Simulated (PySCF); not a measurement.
## Polarisability and C₆ of Be (beryllium, neutral)

[He] 2s1 2p1, high-spin 3P determinant (an excited configuration). All numbers are calculated (PySCF 2.14, scalar relativity by spin-free X2C-1e, in ANO-RCC-VTZP (4s3p2d1f, 30 functions)). Coupled (time-dependent) response in atomic units; α is the mean over directions. The basis has no added diffuse functions, which lowers α and C₆.

| method | mean α (bohr³) | α xx, yy, zz | C₆ (like pair) | S(−4) |
| --- | --- | --- | --- | --- |
| UHF | 26.32 | 30.49, 17.97, 30.49 | 123.2 | 598.3 |
| PBE | 26.67 | 30.38, 19.26, 30.38 | 122.2 | 709.1 |
| PBE0 | 26.60 | 30.45, 18.91, 30.45 | 122.6 | 678.4 |
| r2SCANh | 27.09 | 31.54, 18.19, 31.54 | 127.2 | 714.2 |
| BP86 | 26.80 | 30.56, 19.27, 30.56 | 123.5 | 707.9 |

S(−4) is the Cauchy moment in α(ω) = α(0) + S(−4) ω² + …

α(iu) at PBE0:

| u (hartree) | α(iu) (bohr³) |
| --- | --- |
| 0 | 26.60 |
| 0.0500 | 25.04 |
| 0.100 | 21.54 |
| 0.200 | 14.73 |
| 0.300 | 10.26 |
| 0.500 | 5.559 |
| 0.750 | 3.024 |
| 1.00 | 1.868 |
| 1.50 | 0.9118 |
| 2.00 | 0.5444 |
| 3.00 | 0.2674 |
| 5.00 | 0.1149 |

The components differ because the open shell of this determinant is not spherical; for a pure term their mean is the scalar polarisability.
